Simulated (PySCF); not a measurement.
Computed Raman spectrum (relative Raman activity) of a molecule C₂H₅BF₂O. Geometry: TPSSh-D3(BJ)/def2-SVP. Other conformers were not sampled. Method: TPSSh-D3(BJ)/def2-SVP in PySCF 2.14.0. Frequencies are harmonic and unscaled.

Lines under 2 % of the strongest are left out, and lines within 2 cm⁻¹ are merged.

ν (cm⁻¹): 786 (vw), 939 (vw), 1094 (vw), 1315 (w), 1414 (vw), 1480 (w), 1490 (w), 1496 (w), 1541 (vw), 3040 (vs), 3054 (vs), 3111 (vs), 3131 (s), 3139 (m) (against the strongest line: vs over 80 %, s over 45 %, m over 15 %, w over 4 %, vw less)

Problem. Which structure fits?
A. COB(F)CF
B. C[C@H](O)B(F)F
C. CCOB(F)F
D. CB(O)C(F)F

Solution. C, CCOB(F)F
